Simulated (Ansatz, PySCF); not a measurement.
Molecule: InBr$_{2}$, net charge 0, doublet state. It need not be the lowest isomer of its formula. SMILES: [Br][In][Br]
Geometry: optimised at B3LYP-D3(BJ)/def2-TZVP (Ansatz, a program for electronic structure).

Wanted: atomisation energy (electronic, to ground-state atoms), in kcal/mol. Correlated levels leave the core frozen unless marked. Open shells are spin-unrestricted. No spin-orbit coupling. The frozen core is the preceding noble-gas configuration, with the filled d and f shells of earlier blocks. In def2 rows, elements after Kr have scalar-relativistic effective core potentials. STO-3G rows are all-electron and non-relativistic. The coupled-cluster limit lacks core correlation, which all-electron functionals hold. CBS(X,Y): correlation extrapolated as X^-3; Hartree-Fock from the larger set. [CCSD(T)-MP2]/basis is that difference in the basis named.

```csv
level,program,atomisation energy (kcal/mol)
HF-D3(BJ)/def2-TZVPD,PySCF + dftd3,…
revPBE/def2-TZVPD,Ansatz,128.9
BP86/def2-TZVPD,PySCF,135.0
TPSS-D3(BJ)/def2-TZVPD,PySCF + dftd3,140.3
TPSS-D4/def2-TZVPD,PySCF + dftd4,140.5
r2SCAN/def2-TZVPD,Ansatz,140.1
PBE0/def2-SVP,Ansatz,133.1
PBE0/def2-TZVP,Ansatz,134.6
BHLYP-D3(BJ)/def2-TZVPD,Ansatz + dftd3,128.3
r2SCAN0-D4/def2-TZVPD,Ansatz + dftd4,136.4
M06-2X/def2-TZVPD,PySCF,132.0
MN15-D3(BJ)/def2-TZVPD,PySCF + dftd3,…
B2PLYP-D3(BJ)/def2-TZVPD,Ansatz + dftd3,132.5
CCSD/STO-3G,Ansatz,178.3
CCSD/def2-SVP,Ansatz,117.2
"RI-MP2/CBS(def2-TZVPPD,def2-QZVPPD)+[CCSD(T)-MP2]/def2-TZVPPD",Ansatz,…
```

### Question
Some entries are withheld; supply them.

### Answer

- HF-D3(BJ)/def2-TZVPD, atomisation energy (kcal/mol): 115.0
- MN15-D3(BJ)/def2-TZVPD, atomisation energy (kcal/mol): 126.4
- RI-MP2/CBS(def2-TZVPPD,def2-QZVPPD)+[CCSD(T)-MP2]/def2-TZVPPD, atomisation energy (kcal/mol): 136.2
